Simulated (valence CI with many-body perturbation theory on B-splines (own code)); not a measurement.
## E1 transitions of Cs⁵⁺

Method: relativistic CI+MBPT: four valence electrons over a frozen Dirac-Fock core [Kr] 4d10, a basis of 11 s, 11 p, 9 d, 7 f, 5 g, 2 h, 1 i functions for each j, with the one-electron correlation potential Σ1 (screened to all orders), the two-electron term Σ2, the three-electron term Σ3, Breit, model QED; selected single and double excitations, second order for the rest, scaled by the run's own slope (own B-spline code, finite nucleus).

Set against measurement, 29 paired levels are off by 322 cm⁻¹ on average, the worst by 678. These come from a selection out of Sansonetti, J. Phys. Chem. Ref. Data 38, 761 (2009). Levels without a partner in it may be off by more, other configurations by several thousand cm⁻¹.

Lines 151 to 200 of 235 in falling wavelength, among levels below 36.803 eV, chosen from the strongest by gf and those to the six lowest levels. Wavelengths and rates use the calculated energies, so an error of 300 cm⁻¹ moves a line at 564.0 Å by 0.17 % and its rate by three times that or more. Electric multipoles are in the length gauge, E1 and E2 with the static RPA response of the core. Weak lines are less certain than strong ones. Lines between different terms over intervals too small for the method are left out, as are lines whose strength nearly cancels. Where a level lies close to another of its J and parity, the split of strength between their lines is uncertain. The highest levels of a list are the least certain.

Names give the largest LS component (configuration and term), which can be under half, so a name can repeat, a term be missing and a line seem to break the LS rules; names also repeat where a configuration has a term twice. Letters in brackets count levels of one name in rising energy.

| λ vac (Å) | λ from measured levels | Upper | Lower | A (s⁻¹) | log gf | Branch % |
| --- | --- | --- | --- | --- | --- | --- |
| 564.2 |  | 5p4 1D_2 | 5s 5p3 5S°_2 | 1.51e+05 | -4.44 | 0.0 |
| 564.0 | 565.5 | 5s 5p3 1P°_1 | 5s2 5p2 3P_2 | 7.91e+07 | -1.95 | 0.6 |
| 563.2 | 564.7 | 5s2 5p 5d 3D°_3 | 5s2 5p2 1D_2 | 2.58e+09 | -0.07 | 10.2 |
| 557.2 | 558.3 | 5s2 5p 5d 3P°_1 | 5s2 5p2 1D_2 | 3.97e+09 | -0.26 | 18.9 |
| 555.3 | 556.8 | 5s2 5p 5d 1P°_1 | 5s2 5p2 1S_0 | 1.71e+10 | 0.38 | 89.8 |
| 554.3 | 555.7 | 5s2 5p 5d 3P°_2 [a] | 5s2 5p2 3P_2 | 5.87e+09 | 0.13 | 29.9 |
| 551.4 | 552.7 | 5s2 5p 5d 3P°_2 [b] | 5s2 5p2 1D_2 | 1.50e+10 | 0.53 | 73.0 |
| 547.5 | 548.9 | 5s2 5p 5d 3D°_1 | 5s2 5p2 3P_2 | 2.18e+08 | -1.53 | 0.8 |
| 547.1 | 548.6 | 5s 5p3 1P°_1 | 5s2 5p2 3P_1 | 1.59e+09 | -0.67 | 13.0 |
| 542.4 |  | 5s 5p2 5d 5D_1 | 5s 5p3 5S°_2 | 5.52e+08 | -1.14 | 48.0 |
| 541.7 |  | 5s 5p2 5d 5D_2 | 5s 5p3 5S°_2 | 1.46e+09 | -0.49 | 79.1 |
| 541.0 |  | 5s2 5p 6p 3P_1 | 5s 5p3 5S°_2 | 3.15e+06 | -3.38 | 0.1 |
| 539.6 |  | 5s2 5p 6p 3D_2 | 5s 5p3 5S°_2 | 1.61e+08 | -1.45 | 4.4 |
| 539.5 |  | 5s 5p2 5d 5D_3 | 5s 5p3 5S°_2 | 2.78e+09 | -0.07 | 96.2 |
| 537.9 | 539.4 | 5s2 5p 5d 3P°_2 [a] | 5s2 5p2 3P_1 | 1.25e+10 | 0.43 | 63.6 |
| 531.5 | 533.0 | 5s2 5p 5d 3D°_1 | 5s2 5p2 3P_1 | 5.74e+09 | -0.14 | 21.6 |
| 521.4 | 522.7 | 5s2 5p 6s 3P°_1 | 5s2 5p2 1S_0 | 1.14e+09 | -0.86 | 7.3 |
| 520.8 | 522.3 | 5s2 5p 5d 1F°_3 | 5s2 5p2 1D_2 | 2.49e+10 | 0.85 | 86.1 |
| 519.1 | 520.4 | 5s2 5p 5d 3D°_2 | 5s2 5p2 3P_2 | 1.03e+10 | 0.32 | 43.4 |
| 513.0 | 514.2 | 5s 5p3 1P°_1 | 5s2 5p2 3P_0 | 3.26e+09 | -0.41 | 26.7 |
| 512.8 | 514.1 | 5s2 5p 5d 3D°_3 | 5s2 5p2 3P_2 | 2.29e+10 | 0.80 | 89.8 |
| 507.8 | 508.8 | 5s2 5p 5d 3P°_1 | 5s2 5p2 3P_2 | 5.32e+09 | -0.21 | 25.4 |
| 506.3 | 507.7 | 5s2 5p 5d 1P°_1 | 5s2 5p2 1D_2 | 1.07e+09 | -0.91 | 5.6 |
| 504.8 | 506.0 | 5s2 5p 5d 3D°_2 | 5s2 5p2 3P_1 | 1.04e+10 | 0.30 | 43.5 |
| 503.0 | 504.1 | 5s2 5p 5d 3P°_2 [b] | 5s2 5p2 3P_2 | 4.25e+09 | -0.09 | 20.7 |
| 499.3 | 500.5 | 5s2 5p 5d 3D°_1 | 5s2 5p2 3P_0 | 1.91e+10 | 0.33 | 71.9 |
| 497.3 | 498.1 | 5s2 5p 5d 3P°_0 | 5s2 5p2 3P_1 | 1.89e+10 | -0.16 | 100.0 |
| 494.1 | 495.0 | 5s2 5p 5d 3P°_1 | 5s2 5p2 3P_1 | 1.17e+10 | 0.11 | 55.6 |
| 489.5 | 490.6 | 5s2 5p 5d 3P°_2 [b] | 5s2 5p2 3P_1 | 1.30e+09 | -0.63 | 6.3 |
| 478.0 | 479.3 | 5s2 5p 6s 3P°_1 | 5s2 5p2 1D_2 | 1.58e+08 | -1.79 | 1.0 |
| 477.5 | 478.7 | 5s2 5p 5d 1F°_3 | 5s2 5p2 3P_2 | 4.01e+09 | -0.02 | 13.9 |
| 471.0 | 472.1 | 5s2 5p 6s 1P°_1 | 5s2 5p2 1S_0 | 6.42e+09 | -0.19 | 28.2 |
| 466.1 | 466.9 | 5s2 5p 5d 3P°_1 | 5s2 5p2 3P_0 | 2.28e+06 | -3.65 | 0.0 |
| 465.3 | 466.4 | 5s2 5p 5d 1P°_1 | 5s2 5p2 3P_2 | 7.66e+08 | -1.13 | 4.0 |
| 453.7 | 454.9 | 5s2 5p 5d 1P°_1 | 5s2 5p2 3P_1 | 9.92e+07 | -2.04 | 0.5 |
| 441.6 | 442.7 | 5s2 5p 6s 3P°_2 | 5s2 5p2 1D_2 | 3.61e+09 | -0.28 | 30.6 |
| 441.2 | 442.3 | 5s2 5p 6s 3P°_1 | 5s2 5p2 3P_2 | 7.84e+09 | -0.16 | 50.7 |
| 435.3 | 436.4 | 5s2 5p 6s 1P°_1 | 5s2 5p2 1D_2 | 1.38e+10 | 0.07 | 60.5 |
| 433.6 | 434.7 | 5s2 5p 6s 3P°_0 | 5s2 5p2 3P_1 | 1.20e+10 | -0.47 | 100.0 |
| 431.5 |  | 4f 5s 5p2 5F°_1 | 5s2 5p2 1S_0 | 2.00e+06 | -3.78 | 2.7 |
| 430.8 | 431.9 | 5s2 5p 6s 3P°_1 | 5s2 5p2 3P_1 | 2.48e+09 | -0.68 | 16.0 |
| 430.0 | 431.0 | 5s2 5p 5d 1P°_1 | 5s2 5p2 3P_0 | 5.94e+06 | -3.31 | 0.0 |
| 426.4 |  | 4f 5s 5p2 5G°_2 | 5s2 5p2 1D_2 | 5.01e+04 | -5.17 | 0.1 |
| 423.5 |  | 4f 5s 5p2 5G°_3 | 5s2 5p2 1D_2 | 7.07e+06 | -2.88 | 7.6 |
| 422.6 |  | 4f 5s 5p2 5D°_1 | 5s2 5p2 1S_0 | 2.78e+05 | -4.65 | 0.5 |
| 410.1 |  | 4f 5s 5p2 3D°_1 | 5s2 5p2 1S_0 | 2.26e+07 | -2.77 | 4.2 |
| 410.0 | 411.0 | 5s2 5p 6s 3P°_2 | 5s2 5p2 3P_2 | 5.39e+09 | -0.17 | 45.6 |
| 409.3 | 410.3 | 5s2 5p 6s 3P°_1 | 5s2 5p2 3P_0 | 3.84e+09 | -0.54 | 24.9 |
| 408.1 |  | 4f 5s 5p2 5D°_3 | 5s2 5p2 1D_2 | 5.04e+07 | -2.05 | 29.3 |
| 405.0 |  | 4f 5s 5p2 3G°_3 [a] | 5s2 5p2 1D_2 | 5.49e+07 | -2.02 | 20.3 |
